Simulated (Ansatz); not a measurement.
CH3ClFISi, SMILES `FC(I)[SiH2]Cl`. Charge 0, multiplicity 1. Correlated methods include outer-core shells of I, which these sets cover unevenly. I: def2 effective core potential.

```xyz
8

F     0.211   -1.344   -1.445
C    -0.283   -0.193   -0.891
I    -2.412   -0.361   -0.634
Si    0.542    0.114    0.789
Cl   -0.003    1.979    1.426
H    -0.158    0.623   -1.605
H     0.092   -0.908    1.756
H     2.012    0.089    0.605
```

Question: Give the diagnostics of a CCSD(T)/def2-TZVPP run (frozen core, Ansatz). (Estimate.)

Answer: Computed: T1 = 0.0103, largest single amplitude 0.015, largest double 0.041, (T) share of the correlation energy 3.2 %, 10 CCSD cycles. The RHF solution is stable towards an unrestricted one. T1 lies under the customary mark of 0.02 for closed shells.
